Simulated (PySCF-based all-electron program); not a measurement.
# Bond force of SnSe, singlet

All-electron Kohn–Sham DFT on the free molecule, computed near the basis limit with an in-house program on PySCF integrals; Koelling–Harmon scalar relativity, no spin–orbit coupling, spin-restricted. Forces are good to about 0.002 eV/Å. A positive force pushes the atoms apart.

```csv
r (Å),PBE (eV/Å)
1.8608,24.817
1.9771,14.624
2.0934,7.856
2.326,?
2.5586,?
```

(1) What does PBE give at the lengths left open?

(2) Fit a Morse curve to the forces within 0.84 to 1.25 of the listed length with the smallest force. Where does the force vanish, what is the force constant, and what harmonic wavenumber follows with standard atomic masses?

Answers

(1) 2.326 Å: 0.513 eV/Å; 2.5586 Å: -2.437 eV/Å.

(2) PBE: 2.353 Å, 18 eV/Å², about 320 cm⁻¹. The points are far apart, so these are estimates.
